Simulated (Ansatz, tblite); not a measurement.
Removing and adding an electron: Si₅₁H₅₂, a nanocrystal cut from cubic silicon. The state is a singlet with charge 0. Geometry: r2SCAN-D4/def2-SVP. Ansatz, gas phase; energy differences of separate SCF runs; the oxidised species was run as a doublet alone; the reduced species was run as a doublet alone.

Cartesian coordinates in Å:
```
Si 1.986 5.311 -1.530
Si -2.238 4.643 -1.473
Si 2.191 2.507 -4.129
Si -1.605 1.892 -4.098
Si -0.051 4.589 1.748
Si 4.231 2.358 -0.871
Si 2.422 1.681 2.448
Si -3.831 3.943 1.870
Si -3.369 1.151 -0.758
Si -1.371 1.046 2.506
Si -5.179 0.466 2.585
Si 0.401 1.795 -0.818
Si 0.806 -1.015 -3.419
Si 2.819 -1.128 -0.165
Si -0.976 -1.758 -0.088
Si 4.613 -0.425 -3.511
Si 3.258 -3.921 -2.794
Si -4.889 -2.197 -0.070
Si -2.978 -1.649 -3.370
Si -0.543 -4.544 -2.682
Si 0.632 0.943 5.786
Si -2.791 -2.472 3.197
Si 1.043 -1.871 3.178
Si 1.514 -4.648 0.567
Si -2.173 -5.415 0.672
Si 1.567 5.943 0.702
Si -2.133 5.173 0.817
Si 2.169 2.984 -1.822
Si -1.657 2.386 -1.797
Si 0.136 3.120 -5.100
Si 2.545 0.200 -4.444
Si -1.251 -0.417 -4.394
Si 0.361 2.284 1.481
Si 2.367 2.150 4.751
Si -1.420 1.538 4.805
Si 4.284 2.721 1.453
Si 4.565 0.058 -1.208
Si 2.753 -0.629 2.138
Si -3.435 1.649 1.543
Si -3.031 -1.157 -1.070
Si -1.018 -1.271 2.211
Si -4.851 -1.833 2.255
Si 0.753 -0.522 -1.119
Si 1.180 -3.320 -3.721
Si 3.215 -3.425 -0.494
Si -0.562 -4.058 -0.376
Si 4.989 -2.723 -3.841
Si -2.608 -3.957 -3.648
Si 1.006 -1.359 5.472
Si -2.602 -4.801 2.907
Si 1.628 -4.128 2.859
H 0.911 5.865 -2.411
H 3.285 5.920 -1.968
H -1.390 5.565 -2.291
H -3.658 4.801 -1.932
H 3.311 3.275 -4.772
H -2.924 2.282 -4.701
H -0.082 4.917 3.214
H 5.316 3.140 -1.555
H -5.165 4.288 1.278
H -3.877 4.241 3.338
H -4.682 1.530 -1.386
H -6.481 0.898 1.980
H -5.207 0.797 4.047
H 5.706 0.380 -4.155
H 3.466 -5.398 -2.970
H -6.116 -1.542 -0.634
H -4.962 -3.655 -0.395
H -4.299 -1.263 -3.973
H -0.291 -6.014 -2.865
H 0.605 1.255 7.256
H -2.832 -2.169 4.668
H 1.726 -6.119 0.347
H -3.454 -5.396 -0.100
H -1.654 -6.823 0.649
H 1.058 7.354 0.712
H 2.850 5.917 1.469
H -2.346 6.647 1.009
H -0.109 4.587 -4.921
H 0.178 2.830 -6.571
H 2.536 -0.119 -5.913
H -1.195 -0.740 -5.861
H 2.166 3.621 4.958
H 3.684 1.771 5.359
H -1.676 3.002 4.998
H -2.539 0.780 5.454
H 4.361 4.175 1.798
H 5.507 2.054 2.009
H 5.860 -0.368 -0.575
H 4.068 -1.012 2.758
H -5.944 -2.628 2.912
H 1.185 -3.605 -5.197
H 4.544 -3.760 0.122
H 5.020 -3.036 -5.307
H 6.309 -3.113 -3.247
H -2.584 -4.295 -5.108
H -3.721 -4.730 -3.008
H 2.320 -1.748 6.082
H -0.073 -2.152 6.145
H -1.527 -5.356 3.786
H -3.902 -5.419 3.330
H 3.052 -4.278 3.308
H 0.788 -5.044 3.692
```

The xTB rows come from tblite. Single mean-field runs in def2-SVP are fitted with def2-universal-jkfit. HOMO above LUMO, or a gap near zero within one spin, warns that the state may not be the lowest or that an electron is smeared out.

(1) Estimate orbital energies and vertical ionisation energies and electron affinities at: GFN1-xTB; GFN2-xTB; PBE-D4/def2-SVP; PBE0-D4/def2-SVP.

Results:

(1) 
```json
{"level": "GFN1-xTB", "−HOMO (eV)": "11.30", "vertical IE (eV)": "12.25", "−LUMO (eV)": "9.07", "vertical EA (eV)": "8.04", "HOMO–LUMO gap (eV)": "2.23", "IE − EA (eV)": "4.20", "remarks": "–"}
{"level": "GFN2-xTB", "−HOMO (eV)": "8.52", "vertical IE (eV)": "9.53", "−LUMO (eV)": "6.25", "vertical EA (eV)": "–", "HOMO–LUMO gap (eV)": "2.27", "IE − EA (eV)": "–", "remarks": "–"}
{"level": "PBE-D4/def2-SVP", "−HOMO (eV)": "5.80", "vertical IE (eV)": "–", "−LUMO (eV)": "2.61", "vertical EA (eV)": "1.61", "HOMO–LUMO gap (eV)": "3.18", "IE − EA (eV)": "–", "remarks": "gap within one spin near zero (-1 doublet)"}
{"level": "PBE0-D4/def2-SVP", "−HOMO (eV)": "6.69", "vertical IE (eV)": "7.52", "−LUMO (eV)": "2.03", "vertical EA (eV)": "1.39", "HOMO–LUMO gap (eV)": "4.67", "IE − EA (eV)": "6.13", "remarks": "–"}
```

Run but left out: PBE-D4/def2-SVP (charge +1 doublet: an occupied level 0.01 eV above an empty one).   Raw xTB energy differences between charge states are shifted by several eV; the methods need an empirical correction for them. Sets without diffuse functions give affinities that are too small.
